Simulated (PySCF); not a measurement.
Variants of one PySCF input: CaH

Base input, run as `OMP_NUM_THREADS=1 python input.py` with PySCF 2.14:

```python
from pyscf import gto, dft

mol = gto.M(
    atom='Ca 0 0 0; H 0 0 1.91',
    basis='6-311g**',
    charge=0,
    spin=1,
    symmetry=True,
    verbose=4,
)
mf = dft.UKS(mol, xc='camb3lyp')
mf.kernel()
mf.dip_moment()
print('orbital energies (hartree):', [e[max(0, n-3):n+3].round(4) for e, n in zip(mf.mo_energy, mol.nelec)])
```

Base result: E(SCF) = -678.152862 Eh, 11 cycles, ⟨S²⟩ = 0.752, μz(SCF) = -2.23 D. The bond length is a typed value, not an optimised one. No search for the lowest solution was made.

Run time: 2 s on 1 thread of Intel Xeon 6975P-C (shared host), peak memory 0.17 GiB.

Each row names what differs from the base; energies in brackets are changes from the base.

```tsv
change	result	wall time (s)
functional: camb3lyp → x3lyp	E(SCF) = -678.086896 Eh, 10 cycles, ⟨S²⟩ = 0.752, μz(SCF) = -2.22 D	1.6
step after the SCF: none → stability; point-group symmetry: on → off	E(SCF) = -678.152862 Eh (+0.0000 eV), 11 cycles, ⟨S²⟩ = 0.752, μz(SCF) = -2.23 D, internal stable; real -> complex stable	9.9
step after the SCF: none → eomee; SCF type: UKS → UHF; functional: camb3lyp → none (Hartree–Fock); frozen orbitals: default → 5; number of roots: default → 8	E(SCF) = -677.290803 Eh, 12 cycles, E(CCSD) − E(SCF) = -0.22537 Eh, ⟨S²⟩ = 0.753, μz(SCF) = -1.78 D, excitation roots 0.004, 1.982, 1.982, 1.994, 1.994, 2.594, 2.602, 3.606 eV	6.6
functional: camb3lyp → b3lyp	E(SCF) = -678.147104 Eh, 10 cycles, ⟨S²⟩ = 0.751, μz(SCF) = -2.23 D	1.5
electric field along z (a.u.): none → 0.2; point-group symmetry: on → off [unsound on purpose] [may be another electronic state]	E(SCF) = -680.004963 Eh (-50.3982 eV), 9 cycles, ⟨S²⟩ = 0.750, μz(SCF) = 37.70 D	2
step after the SCF: none → frequency; SCF type: UKS → UHF; functional: camb3lyp → none (Hartree–Fock) [not at a minimum]	E(SCF) = -677.290803 Eh, 12 cycles, ⟨S²⟩ = 0.753, μz(SCF) = -1.78 D, wavenumbers 1620 cm⁻¹	3.2
step after the SCF: none → tddft; number of roots: default → 5	stops with ValueError (could not broadcast input array from shape (216,) into shape (220,)) after the SCF	30
basis set: 6-311g** → 6-31g	E(SCF) = -678.085611 Eh (+1.8300 eV), 8 cycles, ⟨S²⟩ = 0.755, μz(SCF) = -2.13 D	1.2
basis set: 6-311g** → 3-21g	E(SCF) = -674.766455 Eh (+92.1488 eV), 8 cycles, ⟨S²⟩ = 0.756, μz(SCF) = -1.91 D	1
functional: camb3lyp → revtpss	E(SCF) = -677.916951 Eh, 11 cycles, ⟨S²⟩ = 0.750, μz(SCF) = -1.79 D	2.3
spin (2S): 1 → 2 [unsound on purpose]	stops with RuntimeError (Electron number 21 and spin 2 are not consistent)	0.4
PCM solvent, dielectric constant: none → 20.5	E(SCF) = -678.165045 Eh (-0.3315 eV), 11 cycles, ⟨S²⟩ = 0.751, μz(SCF) = -3.46 D	2.9
basis set: 6-311g** → jorge-tzp-dkh; spin-free X2C: off → on	E(SCF) = -681.027953 Eh, 10 cycles, ⟨S²⟩ = 0.755, μz(SCF) = -2.05 D	2.6
step after the SCF: none → tda; number of roots: default → 5	E(SCF) = -678.152862 Eh (+0.0000 eV), 11 cycles, ⟨S²⟩ = 0.752, μz(SCF) = -2.23 D, first excitations without spin–orbit coupling 2.03, 2.03, 2.15, 2.93, 2.93 eV	10
functional: camb3lyp → slater, [unsound on purpose]	E(SCF) = -674.646891 Eh, 10 cycles, ⟨S²⟩ = 0.751, μz(SCF) = -1.85 D	0.77
integration grid: default → 2	E(SCF) = -678.152862 Eh (+0.0000 eV), 11 cycles, ⟨S²⟩ = 0.752, μz(SCF) = -2.23 D	1.6
electric field along z (a.u.): none → -0.01; point-group symmetry: on → off	E(SCF) = -678.166411 Eh (-0.3687 eV), 12 cycles, ⟨S²⟩ = 0.751, μz(SCF) = -4.67 D	2.1
basis set: 6-311g** → 6-31g*	E(SCF) = -678.093245 Eh (+1.6223 eV), 9 cycles, ⟨S²⟩ = 0.755, μz(SCF) = -1.99 D	1.5
charge: 0 → 1; spin (2S): 1 → 2 [another spin of the ion may lie lower] [a high spin state]	E(SCF) = -677.831364 Eh (+8.7484 eV), 11 cycles, ⟨S²⟩ = 2.000	2.1
electric field along z (a.u.): none → 0.005; point-group symmetry: on → off	E(SCF) = -678.149655 Eh (+0.0873 eV), 11 cycles, ⟨S²⟩ = 0.753, μz(SCF) = -1.04 D	1.9
Cartesian functions: off → on	E(SCF) = -678.153901 Eh (-0.0283 eV), 11 cycles, ⟨S²⟩ = 0.752, μz(SCF) = -2.23 D	2.1
```

Question: Order these changes by how far they move the SCF energy from the base, largest first: (1) Cartesian functions: off → on; (2) PCM solvent, dielectric constant: none → 20.5; (3) electric field along z (a.u.): none → -0.01; point-group symmetry: on → off; (4) electric field along z (a.u.): none → 0.005; point-group symmetry: on → off.

Answer: (3) -0.3687 eV, (2) -0.3315 eV, (4) +0.0873 eV, (1) -0.0283 eV.
